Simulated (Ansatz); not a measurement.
Pt2H2, relaxed as a singlet with RKS PBE0-D4/def2-TZVP in Ansatz, starting from the GFN1-xTB geometry. Force threshold 0.02 eV/Å.

In the def2 sets Pt takes a core potential; there is no spin–orbit coupling. The structure comes from a short search, and lower isomers may exist.

Start:

Cartesian coordinates in Å:
```
Pt -0.599 0.969 0.058
Pt 0.252 -1.062 -0.347
H 0.572 -2.424 0.436
H -0.225 2.516 -0.147
```

| step | energy (eV) | largest force component (eV/Å) | SCF passes |
| --- | --- | --- | --- |
| 1 | -6524.7718 | 3.484 | 66 |
| 2 | -6525.7043 | 1.403 | 59 |
| 3 | -6526.1308 | 1.491 | 47 |
| 4 | -6526.1892 | 2.487 | 45 |
| 5 | -6526.5904 | 0.474 | 43 |
| 6 | -6526.6128 | 0.032 | 39 |
| 7 | -6526.6130 | 0.006 | 41 |

Force components are those of the run's own axes.

End:

```xyz
4

Pt   -0.9469    0.8407    0.2331
Pt    0.3291   -1.0001   -0.7411
H     0.4820   -1.6808    0.5960
H     0.1359    1.8403   -0.0879
```

By distances, no bond broke or formed. The bond that changes most is Pt1–Pt2, from 2.24 to 2.44 Å (atoms count from 1).

No frequencies were taken in this run, so the end may be a saddle point.

Hardware: 4 threads of Arm Neoverse V2 on a shared host. Wall time 10 s.
